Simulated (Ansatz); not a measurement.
Z-matrix (Å, degrees):
```
N
C 1 1.4183
H 2 1.0943 1 111.72
H 2 1.1000 3 109.31 1 127.43
H 2 1.1032 3 106.71 4 113.84
Si 1 1.7332 2 123.47 3 166.43
O 6 1.6380 1 109.87 2 -163.62
H 7 0.9588 6 116.71 1 -41.75
H 6 1.4859 7 105.61 8 -164.43
H 6 1.4924 9 110.41 7 121.34
```
Charge 0, spin multiplicity 2.

Method: frozen-core CCSD(T)/def2-TZVPP // PBE0-D4/def2-TZVP (Ansatz, an electronic-structure program).

- HF energy = -459.71409 Ha
- MP2 correlation energy = -0.70722 Ha

Task: Estimate the CCSD correlation energy, the (T) correction, the total energy and the T1 diagnostic.

Result: 
```yaml
CCSD correlation energy: -0.75090 Ha
"(T) correction": -0.02661 Ha
CCSD(T) total energy: -460.49160 Ha
T1 diagnostic: 0.015
```
